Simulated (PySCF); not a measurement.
# Reading the logs of faulty runs: FH4OSi2

Calculated results; nothing here was measured. They come from PySCF 2.14.0, an open-source quantum chemistry program, on an isolated molecule that a program drew, which may never have been made. The molecule is FH4OSi2 (charge 0, doublet), drawn as the SMILES string `O[SiH](F)[SiH2]`.

Each row is a Hartree-Fock (HF) and frozen-core CCSD(T) single point in the cc-pV(D+d)Z basis, meant for a local HF minimum. Run 1 is clean. Each other run has one planted mistake out of seven kinds, and not every kind appears here: one electron removed, one electron added, multiplicity raised by two, geometry at a saddle point, minimal basis STO-3G, one bond length entered in bohr, all coordinates scaled. The reference is restricted for singlets and unrestricted otherwise, and also for a bond in bohr. Adding or removing an electron swaps singlet and doublet. Electrons count all cores. HOMO and LUMO are orbital energies over both spins, the gradient is its largest component, and the lowest frequency (negative if imaginary) is given only where the gradient is small. Bond lengths are over the 7 bonds as drawn. T1 is the CCSD diagnostic: over 0.02 (restricted) or 0.045 (unrestricted) a single reference is doubtful.

Geometry of the clean run:
```xyz
8
FH4OSi2, angstrom
O    -0.4339    0.6149   -1.8975
Si   -0.1828   -0.4041   -0.6425
F    -1.2611   -1.6094   -0.6952
Si    1.9496   -1.3210   -0.9257
H    -1.2266    1.1303   -1.9374
H    -0.4476    0.2753    0.6395
H     3.0122   -0.2920   -1.0084
H     2.2892   -2.3237    0.1114
```

```
run,electrons,basis functions,<S^2>,HOMO (eV),LUMO (eV),gradient (hartree/bohr),lowest frequency (cm^-1),mean bond (Å),longest bond (Å),T1,HF (hartree),CCSD(T) (hartree),mistake
1,49,94,0.758,-9.04,0.89,3.0e-05,112,1.5682,2.338,0.0137,-754.58058,-755.18234,no fault
2,49,94,0.758,-8.79,1.15,1.1e-01,-,1.4270,2.128,0.0122,-754.49641,-755.08793,all coordinates scaled
3,49,94,3.757,-4.55,-2.13,2.0e-02,-,1.5682,2.338,0.0228,-754.34188,-754.94026,multiplicity raised by two
4,49,94,1.433,-9.06,0.70,9.7e-03,-,1.7556,2.787,0.0358,-754.47186,-755.06698,?
```

**Which mistake was planted in run 4, and what did it cost?**

The mean bond changes by a factor of 1.120 and the longest by 1.192, so the molecule wasn't scaled as a whole. A length L in bohr read as angstrom grows by (1/0.5292 - 1) L = 0.890 L. The 7 bonds together grew by 7 x 0.1874 = 1.312 Å, which gives L = 1.474 Å. That is the length of one of the H-Si bonds, 1.475 Å in the clean geometry. So the mistake is: one bond length entered in bohr. Subtracting run 1 and multiplying by 627.51 kcal/mol a hartree, the energy moved by 68.2 kcal/mol in HF and 72.4 kcal/mol in CCSD(T).

